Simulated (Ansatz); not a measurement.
Frontier orbitals of ClF$_{3}$H$_{2}$O$_{2}$W (`[OH][W]([OH])([F])([F])([F])[Cl]`).

```json
{"atom": "O1", "x (Å)": "-1.5588", "y (Å)": "-0.4883", "z (Å)": "0.8331"}
{"atom": "W2", "x (Å)": "-0.1165", "y (Å)": "0.0123", "z (Å)": "-0.2136"}
{"atom": "O3", "x (Å)": "1.5680", "y (Å)": "0.4872", "z (Å)": "-0.8163"}
{"atom": "F4", "x (Å)": "-0.5254", "y (Å)": "1.8014", "z (Å)": "0.0695"}
{"atom": "F5", "x (Å)": "0.2554", "y (Å)": "-1.7728", "z (Å)": "-0.5643"}
{"atom": "F6", "x (Å)": "0.7925", "y (Å)": "-0.0845", "z (Å)": "1.4523"}
{"atom": "Cl7", "x (Å)": "-1.2032", "y (Å)": "0.1282", "z (Å)": "-2.2053"}
{"atom": "H8", "x (Å)": "-1.6039", "y (Å)": "-0.6651", "z (Å)": "1.7762"}
{"atom": "H9", "x (Å)": "2.3919", "y (Å)": "0.5815", "z (Å)": "-0.3316"}
```

The species carries charge 0 and has multiplicity 1. Correlated methods include outer-core shells of W, which these sets cover unevenly. W takes the def2 core potential. Geometry: relaxed with PBE0-D4/def2-TZVP. It is one conformer, not always the lowest. Basis def2-TZVPP, Ansatz.

```json
{"functional": "LDA (SPW92)", "HOMO (eV)": "-8.39", "LUMO (eV)": "-4.56"}
```

**Question.** Give HOMO and LUMO (eV) with PBE, revPBE, BLYP, r2SCAN, B97M-V, PBE0, B3LYP, r2SCANh, r2SCAN0, HSE06 (plane-wave form), BHLYP, CAM-B3LYP, LC-ωPBE, ωB97X-V, ωB97M-V. (Best estimate.)

**Answer.** Ansatz gave: 
```
             functional    HOMO   LUMO
                    PBE   -8.19  -4.32
                 revPBE   -8.12  -4.22
                   BLYP   -8.06  -4.24
                 r2SCAN   -8.61  -4.38
                 B97M-V   -8.71  -4.36
                   PBE0   -9.75  -3.73
                  B3LYP   -9.46  -3.96
                r2SCANh   -9.18  -4.14
                r2SCAN0  -10.03  -3.76
HSE06 (plane-wave form)   -9.34  -4.11
                  BHLYP  -11.15  -2.98
              CAM-B3LYP  -11.13  -2.70
                LC-ωPBE  -12.49  -1.51
                ωB97X-V  -12.14  -1.59
                ωB97M-V  -12.01  -1.60
```

B3LYP here is the variant with VWN-RPA as its local correlation; programs differ in this. LC-ωPBE has ω = 0.4 bohr⁻¹.
